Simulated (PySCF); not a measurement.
## Spinor energies of Sn(2+) (tin, charge +2)

Start: [Kr] 4d9 5s2 6s1; 4d3/2 filled at m_j = -3/2, -1/2, +1/2, +3/2; 4d5/2 filled at m_j = -3/2, -1/2, +1/2, +3/2, +5/2; 6s1/2 filled at m_j = +1/2. Calculated with PySCF 2.14 in x2c-TZVPall-2c with one added diffuse shell each of s, p, d, f type (9s10p6d3f, 90 functions): generalised Hartree-Fock with the X2C-1e Hamiltonian and a Gaussian nucleus; one run each with spin-orbit coupling (SO) switched off, then screened by Boettger's factors. This is a chosen level, not necessarily the ground level.

```
spinor shell  electrons  ε, spin-free (eV)  ε, screened SO (eV)  weight of nominal j (screened SO)  rms radius, screened SO (bohr)
       1s1/2          2           -29378.4             -29375.7                              1.000                          0.0333
       2s1/2          2            -4554.9              -4554.1                              1.000                           0.136
       2p1/2          2            -4085.1              -4245.1                              1.000                           0.118
       2p3/2          4            -4085.1              -4012.0                              1.000                           0.123
       3s1/2          2            -943.97              -943.74                              1.000                           0.361
       3p1/2          2            -786.59              -816.77                              1.000                           0.354
       3p3/2          4            -786.59              -772.70                              1.000                           0.366
       3d3/2          4            -545.05              -550.44                              0.999                           0.339
       3d5/2          6            -545.05              -541.21                              0.999                           0.342
       4s1/2          2            -189.60              -189.54                              1.000                           0.868
       4p1/2          2            -138.95              -145.37                              0.990                           0.923
       4p3/2          4            -138.95              -135.93                              0.995                           0.950
       4d3/2          4            -64.265              -65.220                              0.925                            1.13
       4d5/2          5            -64.265              -63.536                              0.940                            1.14
       5s1/2          2            -34.973              -34.968                              1.000                            2.26
       6s1/2          1            -13.055              -13.054                              0.999                            5.17
```

```csv
quantity,spin-free,screened SO
E (hartree),-6170.91939,-6172.39681
M_J,3,3
⟨J²⟩,12.007,12.007
⟨L²⟩,6.007,6.024
⟨S²⟩,2.000,2.018
```

Each row is a mean over spinors that exchange with the open shell spreads, by up to 6.760 eV (4p3/2).

Breit and QED terms are absent; they matter most for the inner s and p1/2 levels.

Densities and radii are taken from the X2C orbitals without a picture-change correction, which distorts them close to the nucleus.

Without spin-orbit coupling the j labels of p, d and f shells carry no meaning; the spin-free column gives the mean over the occupied spinors of each nl shell.
